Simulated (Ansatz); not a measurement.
PbF₄⁺. The state is a doublet with charge 1. Geometry PBE-D4/def2-SVP, that of the neutral singlet; atoms count from 1.

```xyz
5

Pb    0.000    0.000    0.000
F    -0.048   -0.035   -2.037
F     1.931    0.161    0.632
F    -0.812   -1.722    0.729
F    -1.071    1.596    0.677
```

In the def2 sets Pb takes a core potential; there is no spin–orbit coupling.

Estimate the Mulliken populations from the PBE0/def2-TZVP orbitals of Ansatz.


| atom | charge (e) | spin (α − β) |
| --- | --- | --- |
| Pb1 | 1.70 | -0.08 |
| F2 | -0.12 | 0.46 |
| F3 | -0.23 | 0.08 |
| F4 | -0.23 | 0.08 |
| F5 | -0.12 | 0.46 |
Mulliken values depend strongly on the basis.

Where does the spin sit?

Summed by element: Pb -0.08, F 1.08, of 1 unpaired in all. Largest on single atoms: F2 0.46, F5 0.46, Pb1 -0.08.

And the Mayer bond orders between heavy atoms (over 0.3)?

Pb1–F2 0.69 (2.04 Å); Pb1–F3 0.86 (2.04 Å); Pb1–F4 0.86 (2.04 Å); Pb1–F5 0.69 (2.04 Å).
